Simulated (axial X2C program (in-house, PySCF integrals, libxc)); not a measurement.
Spin–orbit effects along a row: molecules with Y (ions), PBE0

All values come from calculations with an in-house all-electron X2C program for linear molecules (integrals from PySCF), spin-free (one-electron X2C) or two-component (2c: spin–orbit coupling with atomic mean-field Coulomb and Gaunt terms, which also bring small scalar terms), in Dyall basis sets with cores contracted in-house; open shells are unrestricted.

Basis sets: B dyall-v3z, F dyall-av3z, Li dyall-cv3z, N dyall-av3z, O dyall-av3z, Y dyall-cv3z.

```
molecule   spin-free state  Re (Å)  ωe (cm⁻¹)  De (eV)  2c state  Re 2c (Å)  ωe 2c (cm⁻¹)  De 2c (eV)
    LiY⁺  M_S = 1/2, Λ = 0   3.215      260.4     1.42   Ω = 1/2      3.215         260.4         n/a
     YB⁺  M_S = 3/2, Λ = 0   2.221      549.0      n/a   Ω = 3/2      2.220         548.7         n/a
     YN⁺  M_S = 1/2, Λ = 0   1.779      908.0      n/a   Ω = 1/2      1.779         908.1         n/a
     YO⁺    M_S = 0, Λ = 0   1.726      963.3      n/a     Ω = 0      1.726         963.6         n/a
     YF⁺  M_S = 1/2, Λ = 0   1.869      710.2      n/a   Ω = 1/2      1.869         710.1         n/a
```

Q: Work out the shifts from the spin-free to the two-component result.

A: 

```csv
molecule,2c state,ΔRe (Å),Δωe (cm⁻¹),ΔDe (eV)
LiY⁺,Ω = 1/2,0.000,0.0,n/a
YB⁺,Ω = 3/2,-0.001,-0.3,n/a
YN⁺,Ω = 1/2,0.000,0.1,n/a
YO⁺,Ω = 0,0.000,0.3,n/a
YF⁺,Ω = 1/2,0.000,-0.1,n/a
```

Shifts of one unit in the last digit are rounding.

Fragments in 2c: Y + Li+, Y+ + B, Y+ + N, Y+ + O, Y+ + F. Each entry is the lowest single determinant of a limited PBE0 search at one distance. De goes to single-determinant-based atoms at the same level (for ions the charge split of lowest energy) and is withheld (n/a) where an atom does not fit its ground term or J level. Main or longest-lived isotopes. One determinant is a doubtful description, or other states lie close, for LiY⁺, YB⁺, YN⁺; these need not be ground states, and all values refer to the states named. With several unpaired electrons the Ω given is that of one determinant, not necessarily of the lowest component. The functionals have no current term, which raises determinants with orbital currents.
